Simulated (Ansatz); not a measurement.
Several settings on one geometry of Si2F2 (the lowest singlet isomer of a short search) (that of the charge 0 singlet, B3LYP-D4/def2-TZVP). Ansatz on 4 threads of Arm Neoverse V1 on a shared host; times are rough.

| atom | x (Å) | y (Å) | z (Å) |
| --- | --- | --- | --- |
| Si1 | 1.053 | -0.840 | -0.378 |
| Si2 | -1.357 | 0.047 | -0.347 |
| F3 | 1.591 | 0.698 | -0.567 |
| F4 | -1.287 | 0.095 | 1.292 |

Totals from different functionals, basis sets or treatments of relativity can't be compared as stabilities.

At B3LYP-D4/def2-TZVP a triplet lies 0.38 eV below the restricted singlet of charge 0, at its own geometry.

(1) Give the basis size and estimate the energy, ⟨S²⟩, dipole and time of these runs.

```json
{"run": "1", "method": "RKS B97/cc-pVDZ", "charge": "0", "state": "singlet", "further keys": "scf: {omitted_lower_state_checks: [starts]}; forces asked"}
{"run": "2", "method": "RKS r2SCAN-D3(BJ)/cc-pVDZ", "charge": "0", "state": "singlet", "further keys": "point_charges: [{charge: 1.00, position_ang: [4.228, -0.836, 0.598]}]; scf: {omitted_lower_state_checks: [starts]}"}
{"run": "3", "method": "RKS revPBE0-D3(BJ)-ATM/STO-3G", "charge": "0", "state": "singlet", "further keys": "scf: {lower_state_search: off}; forces asked"}
```

Answers

(1) 
```csv
run,functions,energy (Eh),⟨S²⟩,dipole (D),wall time
1,64,-778.5178,–,1.55,1.6 s
2,64,-778.5466,–,–,1.1 s
3,28,-768.8205,–,0.42,0.3 s
```

The restricted singlet is unstable towards broken spin symmetry at other levels; at RKS B97/cc-pVDZ, RKS r2SCAN-D3(BJ)/cc-pVDZ, RKS revPBE0-D3(BJ)-ATM/STO-3G this wasn't settled.
